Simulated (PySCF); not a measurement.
**HfCl and its ions**

HSE06; basis Hf def2-TZVPPD with ECP60, Cl def2-TZVPPD; scalar-relativistic core potentials; PySCF 2.14. Neutral (UKS): doublet (δ ↑), Re = 2.305 Å, ωe = 375 cm⁻¹, HOMO -4.75 eV, LUMO -2.52 eV.

HfCl⁻ (UKS): triplet (π ↑, δ ↑), Re = 2.444 Å, ωe = 265 cm⁻¹. The energies at the minima are -508.04304 hartree for HfCl and -508.06552 for HfCl⁻.

(1) Work out the adiabatic electron affinity, without and with harmonic zero-point energies (1 hartree = 27.2114 eV, 1 eV = 8065.5 cm⁻¹), and the change of the bond length.

De is left out where the level can put another filling of the metal’s s and d shells below the measured ground configuration, by anything from nothing to about 1 eV. These are scalar-relativistic numbers at best; spin–orbit coupling would shift them, the dissociation energy most. The highest Kohn–Sham level is positive in this anion. Much of that is self-interaction error, but it also means that the finite basis helps to hold the extra electron. With d or f electrons several states lie close, and the lowest PBE0 determinant need not be the measured ground state.

Answers

(1) At HSE06: 0.02248 hartree = 0.612 eV between the minima; the zero-point term (375.0 − 265.0)/2 cm⁻¹ = +0.007 eV makes it 0.619 eV. Re changes by +13.9 pm against the neutral. The electron enters a π orbital, and the longer bond of the ion fits an antibonding orbital, or a change in how ionic the bond is.
